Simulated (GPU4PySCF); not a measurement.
azobenzene (C₁₂H₁₀N₂), SMILES c1ccc(/N=N/c2ccccc2)cc1.

The structure is a stationary point at B3LYP-D3(BJ)/def2-TZVP. One conformer was computed; it need not be the lowest.

The numbers are results of TDDFT-LC-ωPBE/def2-SVPD run with GPU4PySCF, not measurements.

Vertical excitations. Gas-phase values at a fixed geometry.

**Question.** List the lowest excited states. (The exact figures need the calculation; the answer reports its results.)

**Answer.** 
```
state  energy (eV)  λ (nm)      f                                                                  main pairs
-----  -----------  ------  -----  --------------------------------------------------------------------------
S1            2.72     456  0.000                                                            HOMO−1→LUMO 91 %
S2            4.35     285  0.824                                                              HOMO→LUMO 94 %
S3            5.04     246  0.021                      HOMO−2→LUMO 63 %, HOMO→LUMO+1 16 %, HOMO−3→LUMO+3 11 %
S4            5.05     246  0.000                      HOMO−3→LUMO 63 %, HOMO→LUMO+2 15 %, HOMO−2→LUMO+3 11 %
S5            5.77     215  0.000                                                            HOMO−4→LUMO 71 %
S6            6.45     192  0.513                      HOMO→LUMO+1 51 %, HOMO−2→LUMO 30 %, HOMO−4→LUMO+2 13 %
S7            6.50     191  0.000                      HOMO→LUMO+2 44 %, HOMO−3→LUMO 27 %, HOMO−4→LUMO+1 16 %
S8            6.61     188  0.000                      HOMO−1→LUMO+3 43 %, HOMO−5→LUMO 32 %, HOMO−11→LUMO 7 %
S9            6.75     184  0.515                                      HOMO−2→LUMO+1 44 %, HOMO−3→LUMO+2 38 %
S10           6.79     183  0.000                                                          HOMO−1→LUMO+1 91 %
S11           6.80     182  0.000  HOMO→LUMO+3 27 %, HOMO−3→LUMO+1 23 %, HOMO−2→LUMO+2 21 %, HOMO−4→LUMO 15 %
S12           6.93     179  0.000                                                          HOMO−1→LUMO+2 87 %
T1            1.89     656      0                                        HOMO−1→LUMO 84 %, HOMO−1→LUMO+9 13 %
T2            2.73     455      0                                                              HOMO→LUMO 81 %
T3            3.79     327      0  HOMO−4→LUMO 39 %, HOMO→LUMO+3 23 %, HOMO−2→LUMO+2 12 %, HOMO−3→LUMO+1 11 %
T4            4.33     286      0                    HOMO−2→LUMO 59 %, HOMO−3→LUMO+2 14 %, HOMO−3→LUMO+3 11 %
```
Triplets are in the Tamm–Dancoff approximation, which puts them higher than full response would, so one can lie above its singlet here.
